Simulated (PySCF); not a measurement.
Isomers of C7H10Si, one GFN2-xTB conformer each. Single-point energies are computed at PBE0/pcSseg-1 (PySCF, gas phase, no added dispersion term), electronic only.

```csv
SMILES,GFN2-xTB relative energy (kcal/mol)
C=C=C(C)C#C[SiH2]C,12.2
CC(C)C#CC#C[SiH3],0.0
```

Problem. What does PBE0/pcSseg-1 give for the same structures?

Solution. 
```tsv
SMILES	PBE0/pcSseg-1 E (Eh)	PBE0/pcSseg-1 (kcal/mol)	GFN2-xTB (kcal/mol)	point group
C=C=C(C)C#C[SiH2]C	-561.64629	0.0	12.2	Cs
CC(C)C#CC#C[SiH3]	-561.63674	6.0	0.0	near Cs
```

GFN2-xTB puts CC(C)C#CC#C[SiH3] lowest instead. As drawn, the lower has cumulated double bonds and a C=C bond outside aromatic rings, which the higher lacks.

Problem. Which frontier levels, dipoles and rotational constants go with these structures?

Solution. 
| SMILES | HOMO (eV, PBE0/pcSseg-1) | LUMO (eV) | dipole (D) | A, B, C (MHz) |
| --- | --- | --- | --- | --- |
| C=C=C(C)C#C[SiH2]C | -6.79 | -0.73 | 0.95 | 3097, 679.8, 567.1 |
| CC(C)C#CC#C[SiH3] | -7.11 | -0.84 | 1.71 | 7036, 441.6, 425.8 |

Problem. As an exercise, what shares would exp(−E/RT) give at 2000 K from these electronic energies alone (no entropy, no degeneracies)?

Solution. RT = 3.974 kcal/mol: C=C=C(C)C#C[SiH2]C 81.9 %, CC(C)C#CC#C[SiH3] 18.1 %.
